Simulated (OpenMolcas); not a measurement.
## Rh⁺: effect of the level shift or regulariser

```
Program             : OpenMolcas 26.06
Basis               : ANO-RCC-VTZP [7s6p4d2f1g]
Scalar Hamiltonian  : DKH2, point nucleus
Active space        : 8 electrons in 5 orbitals (4d)
State averaging     : 2S+1 = 3 even, 10 roots; 2S+1 = 1 even, 15 roots
Spin-orbit coupling : state interaction with AMFI integrals over the reference wave functions, term energies averaged over their components
```

Methods on the same reference wave functions:
A. CASSCF
B. SS-CASPT2, IPEA 0.25 Eh, imaginary shift 0.1 Eh (closed shells correlated: 4s 4p)
C. SS-CASPT2, IPEA 0.25 Eh, real shift 0.2 Eh (closed shells correlated: 4s 4p)
D. SS-CASPT2, IPEA 0.25 Eh, sigma2 regulariser 0.3 Eh (closed shells correlated: 4s 4p)

Energies in cm-1 above 4d8 3F4, the measured ground level; measured values from NIST Handbook of Basic Atomic Spectroscopic Data.

```json
{"Level": "4d8 3F4", "A": "0.0", "B": "0.0", "C": "0.0", "D": "0.0", "Measured": "0.0"}
{"Level": "4d8 3F3", "A": "2359", "B": "2370", "C": "2370", "D": "2370", "Measured": "2401"}
{"Level": "4d8 3F2", "A": "3715", "B": "3530", "C": "3530", "D": "3530", "Measured": "3581"}
{"Level": "4d8 3P1", "A": "15069", "B": "11620", "C": "11640", "D": "11620", "Measured": "10515"}
{"Level": "4d8 3P2 [56 %]", "A": "15178", "B": "11890", "C": "11920", "D": "11900", "Measured": ""}
{"Level": "4d8 3P0", "A": "15364", "B": "11860", "C": "11880", "D": "11860", "Measured": "10761"}
{"Level": "4d8 1G4", "A": "18679", "B": "15340", "C": "15360", "D": "15340", "Measured": "14855"}
{"Level": "4d8 1S0", "A": "43955", "B": "35630", "C": "35670", "D": "35630", "Measured": ""}
```

Deviations, from unrounded energies. A percentage is the sum of absolute deviations over the sum of measured energies, with the sign that they share, or ± where signs differ.

| Against measurement | Levels | A | B | C | D |
| --- | --- | --- | --- | --- | --- |
| mean absolute deviation (cm-1) | 5 | 2600 | 550 | 560 | 550 |
| fine structure of the ground term (%) | 2 | ±2.9 | -1.3 | -1.2 | -1.3 |
| other terms of the ground configuration (%) | 3 | +35.9 | +7.4 | +7.6 | +7.4 |

B, C, D lie about equally close to measurement and A furthest from it. The largest miss of B in the table is 4d8 3P1, by +1100 cm-1. The ranking rests on the paired levels alone, and a cruder setting can come out closer through cancelling errors.

Among B to D the level of the table that moves most is 4d8 1S0, by 38 cm-1 (lowest in D, highest in C). Moves below CASPT2's spread within the term are not significant.

The mean deviations of B to D differ by less than CASPT2's widest spread within a term (710 cm-1), so their order carries little weight.

From A to B the spin-free energies of the other terms of 4d8 shown, above 3F, scale by factors of 0.73 to 0.80, as is usual when dynamic correlation screens the repulsion within a d or f shell.

The lowest spin-free term lies below A's lowest term by 0.536 hartree in B, 0.535 hartree in C, 0.536 hartree in D.

CASPT2 does not keep the components of a term degenerate, so their means are used; among the terms shown or strongly mixed into the levels shown the widest spread is 710 cm-1 (4d8 1G, B). Configurations with an s electron lie low at this charge and mix in, so terms can be misplaced. Without dynamic correlation excited terms often stand tens of per cent too high (terms of higher spin than the ground term too low), and those without a measured partner can miss by more than the paired ones (holds for A). Computed and measured levels are paired by configuration, term and J; levels that our copy of the source lacks, or whose pairing is in doubt (as where it misses far off the trend of its configuration), stay unpaired and out of the deviations. Levels of configurations outside the active space are missing. The table leaves out levels that lie high or whose names do not pair safely across all columns.

A share in square brackets marks a mixed level and gives the weight of the term that names it, the lowest over the columns.
